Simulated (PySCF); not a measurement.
# Dipole moment and polarisability of `O=C(O)CC(Cl)Cl`

Compound: C3H4Cl2O2.
Geometry (GFN2-xTB, Å), atoms numbered from 1 in this order:
```xyz
11
C3H4Cl2O2 angstrom
O      0.8425   -1.6210   -0.5397
C      1.0259   -0.5250   -0.0913
O      2.1623   -0.1464    0.4901
C      0.0221    0.6136   -0.1341
C     -1.3951    0.0730   -0.0979
Cl    -2.5632    1.3593   -0.4686
Cl    -1.7461   -0.5982    1.5119
H      2.8061   -0.8732    0.5020
H      0.2101    1.2955    0.6956
H      0.1770    1.1565   -1.0706
H     -1.5362   -0.7314   -0.8234
```

Level: CAM-B3LYP/def2-SVPD (PySCF), static field, nuclei fixed, core orbitals frozen in the response. The polarisability tensor in these axes (au):

```
x   77.67 -6.77  2.34
y   -6.77 70.41 -5.14
z    2.34 -5.14 65.00
```

Question: Give the principal values, the mean and the anisotropy Δα = √{½[(α1 − α2)² + (α2 − α3)² + (α1 − α3)²]}.

Answer: Principal values 61.70, 68.41 and 82.97 au; mean 71.03 au = 10.53 Å³ = 11.71 × 10⁻⁴⁰ C²·m²/J; Δα = 18.84 au (27 % of the mean).

Question: What is the dipole moment, and where does it point?

Answer: (2.23, 0.90, -0.36) D, 2.44 D in size, pointing from the negative to the positive side. Measured along this direction, the outermost atoms are Cl7 at the negative end and H8 at the positive end.

Question: What would n − 1 = 2πNα be for an ideal gas of these molecules at 500 K and 1 atm, electronic part alone?

Answer: N = p/kT = 1.4678 × 10¹⁹ cm⁻³, so n − 1 = 2π × N × 10.53 × 10⁻²⁴ cm³ = 971 × 10⁻⁶ at long wavelengths.

Question: Directions of the eigenvectors, and the extent of the frame along each?

Answer: Largest value along (0.80, -0.54, 0.26), where the nuclei span 5.76 Å; middle along (0.58, 0.62, -0.53), 3.57 Å; least along (0.13, 0.57, 0.81), 2.61 Å. The response follows the extents in order.

Question: What are the principal values of the traceless quadrupole moment, Θ = ½Σq(3rr − r²1), about the centre of nuclear charge?

Answer: -7.85, 0.16, 7.68 D·Å. The values depend on the origin, since the dipole doesn't vanish. The electronic extent ⟨r²⟩ about the same centre is 1244 bohr², a root-mean-square distance of 2.20 Å for the 72 electrons.

The structure is a single GFN2-xTB conformer in the gas phase; no vibrational or solvent corrections.
